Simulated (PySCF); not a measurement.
Simulated C 1s region for `C#C[C@@H]1CCC[C@@H]2O[C@H]12`, binding energy against the vacuum level.

Every computed line was given a Gaussian of 0.6 eV full width at half maximum and an area set by the number of equivalent atoms; the highest printed point is 100. Method: PySCF 2.14.0, delta-SCF UKS SCAN, pcX-2 on the ionised atom, pcseg-1 elsewhere, spin-free X2C.

binding energy (eV), intensity and a bar:
```
    289.2          0 
    289.3          1 
    289.4          2 
    289.5          4 #
    289.6          8 ##
    289.7         14 ####
    289.8         21 ######
    289.9         28 ########
    290.0         34 ##########
    290.1         41 ############
    290.2         49 ###############
    290.3         60 ##################
    290.4         76 #######################
    290.5         91 ###########################
    290.6        100 ##############################
    290.7         99 ##############################
    290.8         88 ##########################
    290.9         70 #####################
    291.0         51 ###############
    291.1         37 ###########
    291.2         30 #########
    291.3         30 #########
    291.4         33 ##########
    291.5         37 ###########
    291.6         42 ############
    291.7         48 ##############
    291.8         54 ################
    291.9         59 ##################
    292.0         58 #################
    292.1         51 ###############
    292.2         40 ############
    292.3         26 ########
    292.4         15 ####
    292.5          7 ##
    292.6          3 #
    292.7          1 
    292.8          0
```

Count the maxima, the lines and the sites behind this envelope.

The curve has 2 maxima (at 290.6 and 291.9 eV). Under it lie 8 lines from 8 inequivalent carbon sites. At this width some lines have no maximum of their own.

Decompose the envelope and assign each component. Numbering: `[CH:1]#[C:2][C@@H:3]1[CH2:4][CH2:5][CH2:6][C@@H:7]2[O:8][C@H:9]12`.

```
position (eV)  relative area  line  atoms                 environment
       290.01              1  C 1s     C1      terminal alkyne carbon
       290.48              1  C 1s     C2               alkyne carbon
       290.61              1  C 1s     C4             ring CH2 carbon
       290.72              1  C 1s     C5             ring CH2 carbon
       290.79              1  C 1s     C6             ring CH2 carbon
       291.48              1  C 1s     C3          propargylic carbon
       291.98              1  C 1s     C7  sp3 carbon bound to oxygen
       292.00              1  C 1s     C9  sp3 carbon bound to oxygen
```

Lowest listed C 1s: C1, bonded to C (triple bond) and H. Highest, 1.99 eV above it: C9, bonded to O, 2 C and H. The values 291.98 and 292.00 eV lie too close for their order to be trusted.

Shake-up satellites, vibrational structure and lifetime widths aren't simulated. The unrestricted hole states depart most from a pure doublet (⟨S²⟩ = 0.75; over 0.85 named) for C 1s of C2 (0.87), which makes this value less certain. Isolated species at its PBE0-D3(BJ)/def2-SVP geometry (one conformer only).

The run took 6.4 min wall, 5.5 min CPU on one thread, Arm Neoverse N1, on a shared host.
